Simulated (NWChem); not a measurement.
System: C3H5N3; SMILES c1([nH]cc[nH]1)=N

NWChem input:

```
start job
memory heap 200 mb stack 900 mb global 1100 mb
geometry units angstroms noautosym nocenter noautoz
  N      0.076490    -2.073237     0.000000
  C     -0.002055    -0.795262     0.000000
  N      1.089141     0.055312     0.000000
  C      0.698509     1.383624     0.000000
  C     -0.652264     1.405192     0.000000
  N     -1.079996     0.081293     0.000000
  H     -0.847070    -2.501424     0.000000
  H      2.031720    -0.303524     0.000000
  H      1.411468     2.202613     0.000000
  H     -1.342599     2.243220     0.000000
  H     -2.039674    -0.226842     0.000000
end
basis spherical
  * library cc-pvtz
end
dft
  xc hfexch
  iterations 150
  semidirect filesize 400000000
end
property
  efieldgrad
end
task dft property
```

NWChem printed, in part:

```
             Northwest Computational Chemistry Package (NWChem) 7.3.0
             --------------------------------------------------------

                             Geometry "geometry" -> ""
                             -------------------------

 Output coordinates in angstroms (scale by  1.889725989 to convert to a.u.)

  No.       Tag          Charge          X              Y              Z
 ---- ---------------- ---------- -------------- -------------- --------------
    1 N                    7.0000     0.07649000    -2.07323700     0.00000000
    2 C                    6.0000    -0.00205500    -0.79526200     0.00000000
    3 N                    7.0000     1.08914100     0.05531200     0.00000000
    4 C                    6.0000     0.69850900     1.38362400     0.00000000
    5 C                    6.0000    -0.65226400     1.40519200     0.00000000
    6 N                    7.0000    -1.07999600     0.08129300     0.00000000
    7 H                    1.0000    -0.84707000    -2.50142400     0.00000000
    8 H                    1.0000     2.03172000    -0.30352400     0.00000000
    9 H                    1.0000     1.41146800     2.20261300     0.00000000
   10 H                    1.0000    -1.34259900     2.24322000     0.00000000
   11 H                    1.0000    -2.03967400    -0.22684200     0.00000000

 Effective nuclear repulsion energy (a.u.)     227.8431972034

  xc_inp: hfexch multiplicative factor not found.
                              NWChem Property Module
                              ----------------------

  itol2e modified to match energy
  convergence criterion.

                                 NWChem DFT Module
                                 -----------------

 Summary of "ao basis" -> "ao basis" (spherical)
 ------------------------------------------------------------------------------
       Tag                 Description            Shells   Functions and Types
 ---------------- ------------------------------  ------  ---------------------
 N                          cc-pvtz                 10       30   4s3p2d1f
 C                          cc-pvtz                 10       30   4s3p2d1f
 H                          cc-pvtz                  6       14   3s2p1d

  itol2e modified to match energy
  convergence criterion.

            General Information
            -------------------
          SCF calculation type: DFT
          Wavefunction type:  closed shell.
          No. of atoms     :    11
          No. of electrons :    44
           Alpha electrons :    22
            Beta electrons :    22
          Charge           :     0
          Spin multiplicity:     1
          Use of symmetry is: off; symmetry adaption is: off
          Maximum number of iterations: 150
          AO basis - number of functions:   250
                     number of shells:    90
          Convergence on energy requested:  1.00D-07
          Convergence on density requested:  1.00D-05
          Convergence on gradient requested:  5.00D-04

              XC Information
              --------------
                     Hartree-Fock (Exact) Exchange  1.000

      Superposition of Atomic Density Guess
      -------------------------------------

 Sum of atomic energies:        -278.43933446

      Non-variational initial energy
      ------------------------------

 Total energy =    -282.558587
 1-e energy   =    -827.062042
 2-e energy   =     316.660258
 HOMO         =      -0.200579
 LUMO         =       0.069738

------------------------------------------------------------
EAF file 0: "./job.aoints.0" size=1015545856 bytes
------------------------------------------------------------
               write      read    awrite     aread      wait
               -----      ----    ------     -----      ----
     calls:     1937         0         0         0         0
   data(b): 1.02e+09  0.00e+00  0.00e+00  0.00e+00
   time(s): 0.00e+00  0.00e+00  0.00e+00  0.00e+00  0.00e+00
rate(mb/s): 0.00e+00  0.00e+00
------------------------------------------------------------

   convergence    iter        energy       DeltaE   RMS-Dens  Diis-err
 ---------------- ----- ----------------- --------- --------- ---------
 d= 0,ls=0.0,diis     1   -279.8293642553 -5.08D+02  2.82D-03  7.63D-01
 d= 0,ls=0.0,diis     2   -279.9109911348 -8.16D-02  1.07D-03  2.31D-01
 d= 0,ls=0.0,diis     3   -279.9342916639 -2.33D-02  3.78D-04  1.52D-02
 d= 0,ls=0.0,diis     4   -279.9367880031 -2.50D-03  1.04D-04  1.26D-03
 d= 0,ls=0.0,diis     5   -279.9370177630 -2.30D-04  7.28D-05  1.35D-04
  Resetting Diis
 d= 0,ls=0.0,diis     6   -279.9370804088 -6.26D-05  3.68D-05  3.05D-05
 d= 0,ls=0.0,diis     7   -279.9370933378 -1.29D-05  6.56D-06  2.91D-06
 d= 0,ls=0.0,diis     8   -279.9370940775 -7.40D-07  2.74D-06  9.40D-07
 d= 0,ls=0.0,diis     9   -279.9370942996 -2.22D-07  4.58D-06  2.99D-07
 d= 0,ls=0.0,diis    10   -279.9370944420 -1.42D-07  4.59D-07  1.15D-08
 d= 0,ls=0.0,diis    11   -279.9370944449 -2.86D-09  2.71D-07  1.20D-09

         Total DFT energy =     -279.937094444909
      One electron energy =     -830.952246622751
           Coulomb energy =      360.414762732191
    Exchange-Corr. energy =      -37.242807757785
 Nuclear repulsion energy =      227.843197203436

 Numeric. integr. density =        0.000000000000

                       DFT Final Molecular Orbital Analysis
                       ------------------------------------

 Vector   20  Occ=2.000000D+00  E=-4.215025D-01
              MO Center=  3.4D-02, -5.2D-01, -2.1D-14, r^2= 3.4D+00
   Bfn.  Coefficient  Atom+Function         Bfn.  Coefficient  Atom+Function
  ----- ------------  ---------------      ----- ------------  ---------------
    10      0.263444   1 N  pz               13      0.213816   1 N  pz
     7      0.199702   1 N  pz               40      0.197931   2 C  pz
   100     -0.180383   4 C  pz              130     -0.177107   5 C  pz
    37      0.146542   2 C  pz               43      0.135814   2 C  pz
    97     -0.130039   4 C  pz              127     -0.127574   5 C  pz

[...]

          -----------------------
          Electric field gradient
          -----------------------

 1 a.u. = 0.324123 10**(16) esu/cm**3  ( or statvolts/cm**2 ) = 0.97174 10**(22) v/m**2

 ------------------------------------------------------------
   Atom      X         Y         Z
 ------------------------------------------------------------
    1 N    0.14455  -3.91785   0.00000
 ------------------------------------------------------------

 Electric field gradient in molecular frame (a.u.)
         XX             YY             ZZ             XY             XZ             YZ
 ------------------------------------------------------------------------------------------
        0.188742      -0.316867       0.128125      -0.489820      -0.000000       0.000000

 Principal components (a.u.) and orientation
 of principal axis w.r.t. absolute frame                      Asymmetry parameter eta
 --------------------------------------------------------------------------------------
       -0.615274       0.487149       0.128125                       0.583520

        0.520272       0.854001       0.000000
        0.854001      -0.520272       0.000000
        0.000000       0.000000       1.000000

 ------------------------------------------------------------
   Atom      X         Y         Z
 ------------------------------------------------------------
    2 C   -0.00388  -1.50283   0.00000
 ------------------------------------------------------------

 Electric field gradient in molecular frame (a.u.)
         XX             YY             ZZ             XY             XZ             YZ
 ------------------------------------------------------------------------------------------
       -0.035073       0.426634      -0.391562       0.028634      -0.000000      -0.000000

 Principal components (a.u.) and orientation
 of principal axis w.r.t. absolute frame                      Asymmetry parameter eta
 --------------------------------------------------------------------------------------
        0.428403      -0.391562      -0.036842                       0.828005

        0.061663       0.000000       0.998097
        0.998097       0.000000      -0.061663
        0.000000       1.000000       0.000000

 ------------------------------------------------------------
   Atom      X         Y         Z
 ------------------------------------------------------------
    3 N    2.05818   0.10452   0.00000
 ------------------------------------------------------------

 Electric field gradient in molecular frame (a.u.)
         XX             YY             ZZ             XY             XZ             YZ
 ------------------------------------------------------------------------------------------
       -0.466967      -0.503229       0.970197      -0.023923      -0.000000      -0.000000

 Principal components (a.u.) and orientation
 of principal axis w.r.t. absolute frame                      Asymmetry parameter eta
 --------------------------------------------------------------------------------------
        0.970197      -0.515115      -0.455081                       0.061878

        0.000000       0.444957       0.895552
        0.000000       0.895552      -0.444957
        1.000000       0.000000       0.000000

 ------------------------------------------------------------
   Atom      X         Y         Z
 ------------------------------------------------------------
    4 C    1.31999   2.61467   0.00000
 ------------------------------------------------------------

 Electric field gradient in molecular frame (a.u.)
         XX             YY             ZZ             XY             XZ             YZ
 ------------------------------------------------------------------------------------------
        0.250815      -0.095014      -0.155801       0.106784       0.000000       0.000000

 Principal components (a.u.) and orientation
 of principal axis w.r.t. absolute frame                      Asymmetry parameter eta
 --------------------------------------------------------------------------------------
        0.281130      -0.155801      -0.125329                       0.108393

        0.961986       0.000000      -0.273098
        0.273098       0.000000       0.961986
        0.000000       1.000000       0.000000

 ------------------------------------------------------------
   Atom      X         Y         Z
 ------------------------------------------------------------
    5 C   -1.23260   2.65543   0.00000
 ------------------------------------------------------------

 Electric field gradient in molecular frame (a.u.)
         XX             YY             ZZ             XY             XZ             YZ
 ------------------------------------------------------------------------------------------
        0.233118      -0.117692      -0.115426      -0.124907       0.000000      -0.000000

 Principal components (a.u.) and orientation
 of principal axis w.r.t. absolute frame                      Asymmetry parameter eta
 --------------------------------------------------------------------------------------
        0.273047      -0.157621      -0.115426                       0.154532

        0.952516       0.304489       0.000000
       -0.304489       0.952516       0.000000
        0.000000       0.000000       1.000000

 ------------------------------------------------------------
   Atom      X         Y         Z
 ------------------------------------------------------------
    6 N   -2.04090   0.15362   0.00000
 ------------------------------------------------------------

 Electric field gradient in molecular frame (a.u.)
         XX             YY             ZZ             XY             XZ             YZ
 ------------------------------------------------------------------------------------------
       -0.493412      -0.508333       1.001744       0.022990       0.000000      -0.000000

 Principal components (a.u.) and orientation
 of principal axis w.r.t. absolute frame                      Asymmetry parameter eta
 --------------------------------------------------------------------------------------
        1.001744      -0.525042      -0.476702                       0.048256

        0.000000      -0.587932       0.808910
        0.000000       0.808910       0.587932
        1.000000       0.000000       0.000000

 ------------------------------------------------------------
   Atom      X         Y         Z
 ------------------------------------------------------------
    7 H   -1.60073  -4.72701   0.00000
 ------------------------------------------------------------

 Electric field gradient in molecular frame (a.u.)
         XX             YY             ZZ             XY             XZ             YZ
 ------------------------------------------------------------------------------------------
       -0.290672       0.074444       0.216228      -0.231785      -0.000000       0.000000

 Principal components (a.u.) and orientation
 of principal axis w.r.t. absolute frame                      Asymmetry parameter eta
 --------------------------------------------------------------------------------------
       -0.403159       0.216228       0.186931                       0.072670

        0.899651       0.000000      -0.436609
        0.436609       0.000000       0.899651
        0.000000       1.000000       0.000000

 ------------------------------------------------------------
   Atom      X         Y         Z
 ------------------------------------------------------------
    8 H    3.83939  -0.57358   0.00000
 ------------------------------------------------------------

 Electric field gradient in molecular frame (a.u.)
         XX             YY             ZZ             XY             XZ             YZ
 ------------------------------------------------------------------------------------------
       -0.330044       0.095065       0.234980       0.178806      -0.000000       0.000000

 Principal components (a.u.) and orientation
 of principal axis w.r.t. absolute frame                      Asymmetry parameter eta
 --------------------------------------------------------------------------------------
       -0.395251       0.234980       0.160271                       0.189016

        0.939479       0.000000       0.342606
       -0.342606       0.000000       0.939479
        0.000000       1.000000       0.000000

 ------------------------------------------------------------
   Atom      X         Y         Z
 ------------------------------------------------------------
    9 H    2.66729   4.16234   0.00000
 ------------------------------------------------------------

 Electric field gradient in molecular frame (a.u.)
         XX             YY             ZZ             XY             XZ             YZ
 ------------------------------------------------------------------------------------------
       -0.053135      -0.111869       0.165004      -0.212578      -0.000000       0.000000

 Principal components (a.u.) and orientation
 of principal axis w.r.t. absolute frame                      Asymmetry parameter eta
 --------------------------------------------------------------------------------------
       -0.297099       0.165004       0.132095                       0.110766

        0.656945       0.000000       0.753938
        0.753938       0.000000      -0.656945
        0.000000       1.000000       0.000000

[...]
```

Level: Hartree-Fock/cc-pVTZ. Geometry: optimised at PBE0/def2-SVP. NWChem prints the field gradient with the sign opposite to the second derivative of the potential.
